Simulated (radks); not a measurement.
Results of a calculation; reference values are marked as such.
Problem. Coherent X-ray form factor from a spherical all-electron density. Level of theory: scalar-relativistic Kohn-Sham, r2SCAN, spin-polarised, spherical densities, finite nucleus; meta-GGA in the generalised Kohn-Sham scheme; Fermi nuclear charge, rms radius of each element as measured or else 0.836 A^(1/3) + 0.57 fm (a radial shooting solver on a logarithmic mesh with Libxc functionals).

sin(theta)/lambda (1/angstrom)  f0 (electrons)
0.05                                    62.442
0.1                                     60.846
0.15                                    58.418
0.2                                     55.437
0.25                                    52.191
0.3                                     48.916
0.4                                     42.864
0.5                                     37.788
0.6                                     33.581
0.8                                     26.976
1                                       22.201
1.25                                    18.304
1.5                                     15.857
2                                       12.352

The species is in the configuration that NIST lists as its ground one. Which atom or ion scatters so?

Solution. The holmium ion Ho4+, [Xe] 4f9. Extrapolating in s^2 from the first two rows gives f0(0) = 63.0, near the electron count 63; among species with that count, the fall with angle is slower the higher Z, and the table is that of Z = 67; from so few rows the species is fixed only to a neighbour or two.
